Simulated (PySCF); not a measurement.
C₇H₉FO.
Atom-mapped SMILES: `[O:1]=[CH:2][C@@:3]12[CH2:4][CH2:5][C@@H:6]1[CH2:7][C@@H:8]2[F:9]` (hydrogens: H10 on C2; H11, H12 on C4; H13, H14 on C5; H15 on C6; H16, H17 on C7; H18 on C8)

Level of theory: PBE0-D3(BJ)/def2-SVP geometry optimisation, gas phase (PySCF 2.14.0).

Task: Give the optimised bond lengths and angles.

Result: 
| bond | length (pm) | order |
| --- | --- | --- |
| O1=C2 | 120.4 | double |
| C2–C3 | 149.1 | single |
| C3–C4 | 153.9 | single |
| C4–C5 | 154.4 | single |
| C5–C6 | 153.7 | single |
| C6–C7 | 154.1 | single |
| C7–C8 | 153.4 | single |
| C8–F9 | 136.9 | single |
| C3–C6 | 158.6 | single |
| C3–C8 | 153.0 | single |
| C2–H10 | 112.3 | single |
| C4–H11 | 109.9 | single |
| C4–H12 | 110.1 | single |
| C5–H13 | 110.0 | single |
| C5–H14 | 110.1 | single |
| C6–H15 | 109.8 | single |
| C7–H16 | 110.0 | single |
| C7–H17 | 109.9 | single |
| C8–H18 | 110.1 | single |

Orders are formal, as drawn. A selection of angles:
| angle | degrees |
| --- | --- |
| O1–C2–C3 | 124.4 |
| C2–C3–C4 | 119.1 |
| C2–C3–C6 | 120.2 |
| C2–C3–C8 | 117.3 |
| C4–C3–C6 | 88.5 |
| C4–C3–C8 | 115.5 |
| C6–C3–C8 | 88.8 |
| C3–C4–C5 | 91.2 |
| C4–C5–C6 | 90.2 |
| C5–C6–C7 | 115.0 |
| C3–C6–C5 | 89.8 |
| C3–C6–C7 | 89.1 |
| C6–C7–C8 | 90.4 |
| C7–C8–F9 | 115.7 |
| C3–C8–C7 | 91.4 |
| C3–C8–F9 | 115.3 |

Torsions: O1–C2–C3–C4 158° (antiperiplanar); C2–C3–C4–C5 120° (anticlinal); C3–C4–C5–C6 4° (synperiplanar); C4–C5–C6–C7 85° (synclinal); C5–C6–C7–C8 -94° (anticlinal); C6–C7–C8–F9 124° (anticlinal); C2–C3–C6–C5 -119° (anticlinal); C2–C3–C8–C7 -128° (anticlinal).

Of the pairs four or more bonds apart, O1···H18 is among the closest relative to their van der Waals radii: 2.47 Å, 91 % of the sum of Bondi's values. The C–C distances run from 1.491 Å (C2–C3, drawn single) to 1.586 Å (C3–C6, drawn single), a spread of 0.095 Å. The 4-membered ring C3–C4–C5–C6 has internal angles of 88.5° to 91.2° (sum 360°, against 360° for a flat polygon); it is almost planar, 0.03 Å rms from its mean plane, widest ring torsion 4°. The 4-membered ring C3–C6–C7–C8 has internal angles of 88.8° to 91.4° (sum 360°, against 360° for a flat polygon); it is slightly puckered (a soft mode that the optimisation may not have finished), 0.03 Å rms from its mean plane, widest ring torsion 5°.

Point group: C1 (no symmetry element, even within 0.4 Å). PBE0-D3(BJ)/def2-SVP frequencies: not computed here. The numbers are those of one conformer.

The run took 60 s of wall time on x86-64 server, one thread, shared host. That covers the optimisation of the geometry.
